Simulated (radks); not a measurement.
Q: Ag XXVIII, 20 electrons, occupied as [Ar] 3d2 (the NIST ground configuration). All-electron calculation, scalar-relativistic Kohn-Sham, r2SCAN, spin-polarised, spherical densities, finite nucleus; open shells are filled with parallel spins first (spin-orbit coupling, left out, can overturn this in heavy ions); meta-GGA in the generalised Kohn-Sham scheme; Fermi nuclear charge, rms radius 4.5454 fm. Program: a radial shooting solver on a logarithmic mesh with Libxc functionals. Some entries of the table are withheld. Estimate them.

orbital  occ.  eigenvalue (eV)  <1/r> (bohr^-1)  <r^2> (bohr^2)
1s up       1        -26601.99            49.42        0.001309
1s down     1        -26601.98            49.42        0.001309
2s up       1        -4954.550            11.32         0.02111
2s down     1        -4946.115            11.34         0.02106
2p up       3        -4572.390            10.91             (1)
2p down     3        -4566.118            10.92             (2)
3s up       1        -1718.690            4.345          0.1311
3s down     1        -1709.699            4.325          0.1317
3p up       3        -1593.218            4.180          0.1271
3p down     3        -1583.600            4.160          0.1279
3d up       2        -1419.958            3.989          0.1032
3d down     0        -1407.692            3.977          0.1041

A: 
(1) 2p up <r^2> (bohr^2): 0.01661
(2) 2p down <r^2> (bohr^2): 0.01656
